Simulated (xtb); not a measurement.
BeBrH3Si, SMILES [Br][Be][SiH3]. All values are semi-empirical tight-binding results from xtb (GFN2-xTB unless named), good for trends rather than for accurate numbers. Geometry: GFN2-xTB.

Optimised geometry:

```xyz
6

Be    -0.3745    -0.1410     0.3437
Br     0.9993     0.3856    -0.9483
Si    -1.8909    -0.7301     1.7957
H     -2.6943    -1.9082     1.4481
H     -2.9198     0.2723     2.0972
H     -1.3904    -1.0760     3.1317
```
Charge 0, spin multiplicity 1.

For metal compounds this method's bond lengths and energies can be far off.

point group as xtb finds it: C3v
orbital gap: 3.74 eV
zero-point energy: 16.0 kcal/mol
G − E(el) at 298.15 K (modified RRHO): -2.0 kcal/mol

Question: Give the atomic charges and the Wiberg bond orders between heavy atoms. (Estimate from the structure and the level; the computed values follow.)

Answer: charges (e) Be1 0.49, Br2 -0.37, Si3 0.28, H4 -0.13, H5 -0.13, H6 -0.14. Bond orders Be1–Br2 1.12, Be1–Si3 0.91.
